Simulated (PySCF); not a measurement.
Cu(Cp)(CO), C₆H₅CuO, singlet, B3LYP/def2-SVP optimised geometry.

```
13

Cu    -0.67    -0.74     0.00
C      0.37     0.83     1.20
C      1.11     0.61     0.00
C      1.56    -0.74     0.00
C      1.11    -1.36     1.20
C      0.37    -0.39     1.94
H     -0.09     1.77     1.51
H      1.31     1.36    -0.77
H      2.17    -1.21    -0.77
H      1.31    -2.38     1.51
H     -0.10    -0.54     2.92
O     -3.13    -1.58    -1.36
C     -2.17    -1.25    -0.83
```

Density from PySCF with B3LYP/def2-TZVP at that geometry.

Minimum of the electron density along straight lines between bonded atoms, close to the bond critical point (lines longer than 1.1 times the sum of covalent radii, or with two minima, are not listed):

```csv
bond,length / Å,ρ at the minimum / e bohr⁻³,∇²ρ there / e bohr⁻⁵,position (fraction from the first atom)
Cu1–C2,2.232,0.056,0.19,0.49
Cu1–C3,2.232,0.056,0.19,0.49
C2–C3,1.427,0.295,-0.79,0.50
Cu1–C4,2.231,0.056,0.19,0.49
C3–C4,1.427,0.295,-0.79,0.50
Cu1–C5,2.231,0.056,0.19,0.49
C4–C5,1.427,0.295,-0.79,0.50
Cu1–C6,2.232,0.056,0.19,0.49
C2–C6,1.427,0.295,-0.79,0.50
C5–C6,1.427,0.295,-0.79,0.50
C2–H7,1.090,0.281,-0.99,0.65
C3–H8,1.090,0.281,-0.99,0.65
C4–H9,1.090,0.281,-0.99,0.65
C5–H10,1.090,0.281,-0.99,0.65
C6–H11,1.090,0.281,-0.99,0.65
Cu1–C13,1.794,0.142,0.48,0.50
O12–C13,1.140,0.493,0.64,0.67
```
